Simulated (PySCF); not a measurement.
Species: C6H12O.
Structure used (PBE0-D3(BJ)/def2-TZVP), in Å, numbered top down from 1:
```
atom  x, y, z in Å
C1     2.412   -1.087   -0.004
O2     1.556   -0.115    0.526
C3     0.545    0.281   -0.378
C4    -0.515   -0.815   -0.611
C5    -1.863   -0.116   -0.456
C6    -1.586    0.922    0.625
C7    -0.218    1.468    0.226
H8     3.185   -1.284    0.739
H9     2.889   -0.736   -0.930
H10    1.889   -2.028   -0.224
H11    1.024    0.567   -1.325
H12   -0.403   -1.333   -1.566
H13   -0.397   -1.558    0.185
H14   -2.673   -0.805   -0.207
H15   -2.138    0.388   -1.389
H16   -2.353    1.695    0.693
H17   -1.525    0.430    1.601
H18    0.349    1.895    1.053
H19   -0.337    2.249   -0.531
```

All values: wB97X-D/pcSseg-2 (PySCF, non-relativistic), on one gas-phase PBE0-D3(BJ)/def2-TZVP geometry that isn't relaxed in the solvent. The solvent is an IEF-PCM continuum (Bondi radii, 1.10 Å for H, scaled by 1.2). The model holds no explicit solvent molecules, cavitation or dispersion.

Gas phase at wB97X-D/pcSseg-2: HOMO -9.10 eV, LUMO 2.30 eV, dipole 1.18 D.

Task: What does the continuum do to the energy, the frontier levels and the dipole at wB97X-D/pcSseg-2 in chloroform?

Result: 
```tsv
solvent	ε	E(solvent) − E(gas) (kJ/mol)	polarisation term (kJ/mol)	distortion of the solute (kJ/mol)	HOMO (eV)	LUMO (eV)	dipole (D)
chloroform	4.711	-8.31	-9.20	0.89	-9.12	2.44	1.54
```

Polarisation term: ½ Σ q·V over the induced surface charges. Distortion: the rise of the solute's own energy as its density leaves the gas-phase optimum.

Task: Which radius a makes the point-dipole formula ΔE = −[(ε − 1)/(2ε + 1)]·μ²/a³ give the value in chloroform, with the gas-phase dipole?

Result: μ = 0.465 au and |ΔE| = 0.00316 Eh give a = 1.53 Å; the farthest nucleus lies 3.54 Å from the centroid of the nuclei, so such a sphere wouldn't even hold the nuclei. The formula assumes a rigid point dipole at the centre of a sphere.

Task: Give the dipole vector in the frame of the coordinates (D, pointing from negative to positive charge), gas and chloroform.

Result: Gas (-0.30, -0.44, -1.05), solvent (-0.39, -0.56, -1.38). Its length changes by +30 % and its direction by less than 1°.

The pairwise dispersion term of wB97X-D wasn't added to the energies; at a given geometry it leaves orbitals and properties as they are.
